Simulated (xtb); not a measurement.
xtb input:

```bash
xtb mol.xyz --gfnff --opt tight --chrg 0 --uhf 0
```
mol.xyz:
```
5

Si    -0.80398641     0.00662666    -0.04646328
F     -1.33187058     1.46834700    -0.29064071
F     -1.43957960    -0.53267740     1.28773427
F     -1.29699416    -0.90213644    -1.23221353
Br     1.36776597    -0.01127348     0.07904473
```

What final total energy does it print?

-0.37642 Eh (GFN-FF).
